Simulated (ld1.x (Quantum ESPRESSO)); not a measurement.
**What one change does to a pseudopotential (boron, PAW)**

```json
{
 "Element": "boron (B)",
 "Generator": "ld1.x (Quantum ESPRESSO) 7.5",
 "Type": "PAW",
 "Functional": "LDA (PZ)",
 "Relativity": "non-relativistic",
 "Frozen core": "[He]",
 "Valence charge": "3",
 "Reference configuration": "2s2 2p1",
 "Partial waves": "2s (bound): rcut 1.20, rcutus 1.40 bohr; 2s channel at -0.3 Ry: rcut 1.20, rcutus 1.40 bohr; 2p (bound): rcut 3.45, rcutus 3.85 bohr; 2p channel at 0.45 Ry: rcut 3.45, rcutus 3.85 bohr",
 "Local potential": "all-electron potential smoothed inside 2.10 bohr (lloc = -2)",
 "Core correction": "Bessel-smoothed model core inside 1.45 bohr",
 "Augmentation charge": "PSQ, inside the norm-conserving radii"
}
```

All-electron outer shells of the reference configuration (LDA (PZ), non-relativistic, ld1.x):

```json
{"shell": "2s", "level (eV)": "-9.39", "outermost node (bohr)": "0.46", "outermost maximum (bohr)": "1.52"}
{"shell": "2p", "level (eV)": "-3.72", "outermost node (bohr)": "–", "outermost maximum (bohr)": "1.55"}
```

Change: waves 2p (bound): rcut 3.45, rcutus 3.94 bohr; 2p channel at 0.45 Ry: rcut 3.45, rcutus 3.94 bohr.

Cutoffs: the cutoffs (Ry, on a coarse ladder) from which the occupation-weighted sum of valence levels, in a spherical-Bessel basis at the reference potential, stays within 10 and 1 mRy of its value at 400 Ry; they do not see the model core or the augmentation charge, which bear on the density cutoff. Errors are all-electron minus pseudo energies relative to the spin-unpolarised reference configuration.

How do hardness, ghosts and transferability respond?

The potential gets neither clearly harder nor softer (8 Ry and 18 Ry → 8 Ry and 18 Ry); of the 9 tests that both files solve, the error grows in 3 and shrinks in 4 by more than 15 % and 0.3 meV (median size 3.5 → 3.2 meV); neither file shows a bound ghost.

| quantity | base | changed |
| --- | --- | --- |
| cutoff, loose | 8 Ry | 8 Ry |
| cutoff, tight | 18 Ry | 18 Ry |
| bound ghosts | none | none |
| error for 2s2 2p0, meV [ΔE 8.33 eV] | +3.5 | -3.9 |
| error for 2s1 2p0, meV [ΔE 33.63 eV] | -28 | -13 |
| error for 2s2 2p0.5, meV [ΔE 2.94 eV] | +0.4 | -1.1 |
| error for 2s2 2p1.3, meV [ΔE -0.77 eV] | +0.6 | +0.4 |
| error for 2s0 2p3, meV [ΔE 11.39 eV] | -2.5 | -3.2 |
| error for 2s1 2p2, meV [ΔE 5.68 eV] | +14 | +0.8 |
| error for 2s1 2p1, meV [ΔE 14.28 eV] | -2.4 | -9.8 |
| error for 2s2 2p1 (spin-polarised), meV [ΔE -0.24 eV] | +5.0 | +0.1 |
| error for 2s1 2p0 (spin-polarised), meV [ΔE 32.90 eV] | -29 | -15 |
| lowest overlap eigenvalue by channel | s 0.60, p 0.22 | s 0.60, p 0.21 |
